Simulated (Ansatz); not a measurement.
The inner images of a band of ClFGeH2 + H (6 atoms, charge 0, multiplicity 2) are given out of order.

The calculation used UKS PBE/def2-SVP (Ansatz).

Image 0:

```xyz
6
Properties=species:S:1:pos:R:3
Ge -0.014 0.000 -0.264
F 0.004 0.000 1.490
Cl 2.045 0.000 -0.927
H -0.684 1.319 -0.708
H -0.684 -1.319 -0.708
H -0.033 0.000 4.427
```

Image 6:

```xyz
6
Properties=species:S:1:pos:R:3
Ge 0.390 -0.004 0.012
F -0.890 0.004 2.483
Cl 2.024 0.001 -1.462
H -0.440 1.292 -0.257
H -0.443 -1.296 -0.268
H -0.008 0.001 2.800
```

Problem. Put them in order from the first end to the last, with their energies above the first end.
A.
```xyz
6
Properties=species:S:1:pos:R:3
Ge 0.035 0.000 -0.102
F 0.249 0.000 1.641
Cl 2.011 0.000 -0.979
H -0.681 1.319 -0.463
H -0.681 -1.319 -0.463
H -0.299 0.000 3.673
```
B.
```xyz
6
Properties=species:S:1:pos:R:3
Ge 0.294 -0.001 -0.132
F -0.611 0.017 2.558
Cl 2.096 0.001 -1.398
H -0.531 1.276 -0.524
H -0.529 -1.280 -0.525
H -0.085 -0.013 3.330
```
C.
```xyz
6
Properties=species:S:1:pos:R:3
Ge 0.061 0.000 -0.009
F 0.084 0.000 1.948
Cl 2.038 0.000 -0.936
H -0.675 1.301 -0.437
H -0.675 -1.301 -0.437
H -0.199 0.000 3.179
```
D.
```xyz
6
Properties=species:S:1:pos:R:3
Ge 0.047 0.000 -0.202
F 0.335 -0.001 1.528
Cl 1.983 0.000 -1.167
H -0.681 1.319 -0.539
H -0.681 -1.319 -0.541
H -0.371 0.001 4.229
```
E.
```xyz
6
Properties=species:S:1:pos:R:3
Ge 0.162 0.000 -0.154
F 0.028 0.002 2.518
Cl 2.079 0.000 -1.232
H -0.634 1.282 -0.595
H -0.633 -1.282 -0.595
H -0.368 -0.001 3.367
```

Solution. D (0.0 kcal/mol), A (+1.4 kcal/mol), C (+16.1 kcal/mol), E (-6.1 kcal/mol), B (-9.0 kcal/mol).

Run time: 94 s on 2 threads of AMD EPYC 7R43 64-Core Processor (Zen 3), with other jobs on the host, peak memory 0.18 GiB.
